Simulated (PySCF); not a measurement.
PySCF input for Sr(F)2 cation (F₂Sr), SMILES [F][Sr][F] (connectivity only; charge and spin as stated), charge +1, multiplicity 2, TDA-PBE/def2-TZVPD. Coordinates come from a PBE0-D3(BJ)/def2-TZVP optimisation. The spin state was assumed, not searched. The isomer is the one that the SMILES or the coordinates give; other isomers of the formula were not compared. The def2 effective core potentials stand for the cores of Sr; spin–orbit coupling is left out.

```python
import numpy as np
from pyscf import gto, scf, dft, tdscf

mol = gto.M(
    atom='''
    Sr    0.00000000   -0.00000000    0.63225756
    F     0.00000000   -0.98503198   -1.33476596
    F     0.00000000    0.98503199   -1.33476595
    ''',
    basis='def2-TZVPD',
    ecp={'Sr': 'def2-tzvp'},
    charge=1,
    spin=1,
    max_memory=1600,
    verbose=4,
)
mf = dft.UKS(mol, xc='pbe').density_fit(auxbasis='def2-universal-jkfit')
mf.grids.level = 3
mf.conv_tol = 1e-9
mf.max_cycle = 100
mf.kernel()
fine, coarse = mf.grids, dft.Grids(mol).set(level=1).build(with_non0tab=True)
for _ in range(3):  # follow internal instabilities
    mf.grids = coarse
    mo, _, stable, _ = mf.stability(return_status=True, nroots=4)
    mf.grids = fine
    if stable:
        break
    mf.kernel(mf.make_rdm1(mo, mf.mo_occ))
mf.grids = dft.Grids(mol).set(level=1).build(with_non0tab=True)  # coarser grid for the response kernel
td = tdscf.TDA(mf)
td.nstates = 10
td.conv_tol = 1e-4
td.positive_eig_threshold = 1e-6
td.kernel(x0=td.get_init_guess(mf, 15))
td.analyze(verbose=3)
```

Log of the run:

```
PySCF version 2.14.0

[INPUT] verbose = 4
[INPUT] num. atoms = 3
[INPUT] num. electrons = 27
[INPUT] charge = 1
[INPUT] spin (= nelec alpha-beta = 2S) = 1
[INPUT] symmetry False subgroup None
[INPUT] Mole.unit = angstrom
[INPUT] Symbol           X                Y                Z      unit          X                Y                Z       unit  Magmom
[INPUT]  1 Sr     0.000000000000   0.000000000000   0.632257560000 AA    0.000000000000   0.000000000000   1.194793628586 Bohr   0.0
[INPUT]  2 F      0.000000000000  -0.985031980000  -1.334765960000 AA    0.000000000000  -1.861440666138  -2.522342104792 Bohr   0.0
[INPUT]  3 F      0.000000000000   0.985031990000  -1.334765950000 AA    0.000000000000   1.861440685035  -2.522342085895 Bohr   0.0

nuclear repulsion = 65.0560314142275
number of shells = 41
number of NR pGTOs = 163
number of NR cGTOs = 113
basis = def2-TZVPD
ecp = {'Sr': 'def2-tzvp'}


[settings echo left out]
init E= -228.634419176776
  alpha nocc = 14  HOMO = -0.523904844940493  LUMO = -0.259530387948839
  beta  nocc = 13  HOMO = -0.57004264272759  LUMO = -0.523904844940486

WARN: HOMO -0.523904844940493 >= LUMO -0.523904844940486

cycle= 1 E= -230.024623331663  delta_E= -1.39  |g|= 0.395  |ddm|= 1.99
  alpha nocc = 14  HOMO = -0.373643477138739  LUMO = -0.261798845874065
  beta  nocc = 13  HOMO = -0.375493657107985  LUMO = -0.308954682682057
  HOMO = -0.373643477139  LUMO = -0.308954682682  gap/eV = 1.76027
cycle= 2 E= -229.938174985727  delta_E= 0.0864  |g|= 0.673  |ddm|= 0.744
  alpha nocc = 14  HOMO = -0.506740218371469  LUMO = -0.263186640491629
  beta  nocc = 13  HOMO = -0.49799552417477  LUMO = -0.435972226618475
  HOMO = -0.497995524175  LUMO = -0.435972226618  gap/eV = 1.68774
cycle= 3 E= -230.082223645044  delta_E= -0.144  |g|= 0.107  |ddm|= 0.398
  alpha nocc = 14  HOMO = -0.495472579326988  LUMO = -0.273393144524533
  beta  nocc = 13  HOMO = -0.487270662230381  LUMO = -0.422564316913707
  HOMO = -0.48727066223  LUMO = -0.422564316914  gap/eV = 1.76075
cycle= 4 E= -230.086833984589  delta_E= -0.00461  |g|= 0.0176  |ddm|= 0.104
  alpha nocc = 14  HOMO = -0.49566018956929  LUMO = -0.273238984374476
  beta  nocc = 13  HOMO = -0.486943568953869  LUMO = -0.421293757856144
  HOMO = -0.486943568954  LUMO = -0.421293757856  gap/eV = 1.78642
cycle= 5 E= -230.086933592671  delta_E= -9.96e-05  |g|= 0.00541  |ddm|= 0.0126
  alpha nocc = 14  HOMO = -0.496499128414944  LUMO = -0.272805867615403
  beta  nocc = 13  HOMO = -0.48750453590078  LUMO = -0.421654345203834
  HOMO = -0.487504535901  LUMO = -0.421654345204  gap/eV = 1.79187
cycle= 6 E= -230.086947555178  delta_E= -1.4e-05  |g|= 0.000561  |ddm|= 0.00541
  alpha nocc = 14  HOMO = -0.49653976331571  LUMO = -0.272891512292514
  beta  nocc = 13  HOMO = -0.487455884158506  LUMO = -0.421592257968932
  HOMO = -0.487455884159  LUMO = -0.421592257969  gap/eV = 1.79224
cycle= 7 E= -230.086947718543  delta_E= -1.63e-07  |g|= 0.000141  |ddm|= 0.000553
  alpha nocc = 14  HOMO = -0.496546054462567  LUMO = -0.272885749650495
  beta  nocc = 13  HOMO = -0.487450901304252  LUMO = -0.421586256362382
  HOMO = -0.487450901304  LUMO = -0.421586256362  gap/eV = 1.79227
cycle= 8 E= -230.086947726565  delta_E= -8.02e-09  |g|= 2.83e-05  |ddm|= 0.00012
  alpha nocc = 14  HOMO = -0.496542583170432  LUMO = -0.272884654938142
  beta  nocc = 13  HOMO = -0.487445677808842  LUMO = -0.42158180983029
  HOMO = -0.487445677809  LUMO = -0.42158180983  gap/eV = 1.79225
cycle= 9 E= -230.086947724302  delta_E= 2.26e-09  |g|= 8.36e-05  |ddm|= 5.43e-05
  alpha nocc = 14  HOMO = -0.496542545584659  LUMO = -0.272884595484392
  beta  nocc = 13  HOMO = -0.487445573705504  LUMO = -0.421581623727366
  HOMO = -0.487445573706  LUMO = -0.421581623727  gap/eV = 1.79225
cycle= 10 E= -230.086947726868  delta_E= -2.57e-09  |g|= 1.26e-05  |ddm|= 4.54e-05
  alpha nocc = 14  HOMO = -0.49654252945593  LUMO = -0.27288491437508
  beta  nocc = 13  HOMO = -0.487445506302439  LUMO = -0.421581794487786
  HOMO = -0.487445506302  LUMO = -0.421581794488  gap/eV = 1.79224
cycle= 11 E= -230.086947726926  delta_E= -5.85e-11  |g|= 1.21e-06  |ddm|= 6.43e-06
  alpha nocc = 14  HOMO = -0.496542560013684  LUMO = -0.272884939872789
  beta  nocc = 13  HOMO = -0.487445532997232  LUMO = -0.421581948962647
  HOMO = -0.487445532997  LUMO = -0.421581948963  gap/eV = 1.79224
Extra cycle  E= -230.086947726926  delta_E= 5.68e-14  |g|= 1.6e-06  |ddm|= 1.58e-06
converged SCF energy = -230.086947726926  <S^2> = 0.75325803  2S+1 = 2.0032554
tot grids = 18688
uhf_internal: lowest eigs of H = [0.83856325 0.84176918 0.85065725 0.86823764]
<class 'pyscf.df.df_jk.DFUKS'> wavefunction is stable in the internal stability analysis
tot grids = 18688
Overwritten attributes  positive_eig_threshold  of <class 'pyscf.tdscf.uks.TDA'>


******** <class 'pyscf.tdscf.uks.TDA'> for <class 'pyscf.df.df_jk.DFUKS'> ********
nstates = 10
deg_eia_thresh = 1.000e-03
wfnsym = None
conv_tol = 0.0001
eigh lindep = 1e-12
eigh level_shift = 0
eigh max_cycle = 100


Excitation energies (eV)
[1.68747341 2.26919453 2.66765178 2.67491952 5.54824788 5.82004018
 6.09305491 6.22419361 6.41702415 6.78270686]

** Excitation energies and oscillator strengths **
Excited State   1:      1.68747 eV    734.73 nm  f=0.0001
Excited State   2:      2.26919 eV    546.38 nm  f=0.0000
Excited State   3:      2.66765 eV    464.77 nm  f=0.0000
Excited State   4:      2.67492 eV    463.51 nm  f=0.0003
Excited State   5:      5.54825 eV    223.47 nm  f=0.1737
Excited State   6:      5.82004 eV    213.03 nm  f=0.0000
Excited State   7:      6.09305 eV    203.48 nm  f=0.0000
Excited State   8:      6.22419 eV    199.20 nm  f=0.0000
Excited State   9:      6.41702 eV    193.21 nm  f=0.0068
Excited State  10:      6.78271 eV    182.79 nm  f=0.0085
```

The run converged.
